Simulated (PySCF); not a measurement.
Computed shifts of a molecule C₃H₆Se, PBE/pcSseg-1 run with PySCF, GIAO, gas phase, equivalent atoms averaged, in ppm (number of nuclei): ¹³C: 151.4 (1), 121.4 (1), 19.9 (1). ¹H: 6.67 (1), 5.89 (1), 5.81 (1), 2.29 (3). References: ¹³C against TMS (σ = 182.0 ppm); ⁷⁷Se against Me2Se (σ = 1634.8 ppm); ¹H against TMS (σ = 31.49 ppm), references at their B3LYP-D3(BJ)/def2-TZVP geometries, non-relativistic. Geometry: B3LYP-D3(BJ)/def2-SVP. One conformer was computed; it need not be the lowest.

Question: Pick the molecule that these values belong to.
A. C=C[Se]C
B. C1C[Se]C1
C. [SeH]C1CC1
D. C=CC[SeH]

Answer: A, C=C[Se]C
